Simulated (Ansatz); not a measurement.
`[NH2][Al]([Br])[Br]` + NH₃ → `[NH2][Al]([NH2])[Br]` + HBr at 600 K and 1 bar (ligand exchange at the Al–Br bond).

Computed with Ansatz on PBE0-D4/def2-TZVP structures; ΔE is electronic, products minus reactants. CCSD(T)/CBS adds triple-zeta CCSD(T) − MP2 to the extrapolated MP2 energy (def2 sets, frozen cores). This one scheme is used for every species. For Br outer-core shells are correlated without core-valence functions, which leaves a few kJ/mol of doubt a bond. Scalar relativity is left out up to krypton. Each species was taken in one conformer, which may not be the lowest.

| species | CCSD(T)/CBS energy (Eh) | H − E (kJ/mol) | S (J/(mol·K)) |
| --- | --- | --- | --- |
| `[NH2][Al]([Br])[Br]` | -5444.74521 | 122.8 | 414.1 |
| NH₃ | -56.50880 | 112.4 | 219.5 |
| `[NH2][Al]([NH2])[Br]` | -2927.30575 | 194.0 | 420.7 |
| HBr | -2573.91920 | 33.5 | 219.1 |

H − E and S are ideal-gas, rigid-rotor, harmonic terms from PBE0-D4/def2-TZVP, for one conformer and one mirror image of each species. 1 Eh = 2625.50 kJ/mol, R = 8.31446 J/(mol·K).

Problem. By hand: ΔE, ΔH, ΔS and ΔG.

Solution. ΔE = (-2927.30575) + (-2573.91920) − (-5444.74521) − (-56.50880) = 0.02906 Eh = 76.3 kJ/mol. Δ(H − E) = 194.0 + 33.5 − 122.8 − 112.4 = -7.7, so ΔH = 68.6 kJ/mol. ΔS = 420.7 + 219.1 − 414.1 − 219.5 = 6.2 J/(mol·K). ΔG = 68.6 − 600 × (6.2)/1000 = 64.9 kJ/mol.

Problem. By hand: the equilibrium constant, and the temperature at which ΔG would vanish if ΔH and ΔS stayed fixed.

Solution. log₁₀ K = −ΔG/(RT ln 10) = -5.6. ΔG = 0 at ΔH/ΔS = 11065 K, far beyond where these terms or the molecules hold.

The number of gas molecules stays the same, so ΔS is small and ΔH decides. A doubt of 5 kJ/mol in ΔE shifts log₁₀ K by 0.4 here. Other conformers and mirror images would add mixing entropy, several J/(mol·K) or more a flexible species. These are equilibria of isolated gas molecules and say nothing of rates. Largest T1 diagnostic: 0.008 (customary marks: 0.02 for closed shells, 0.045 for open ones).
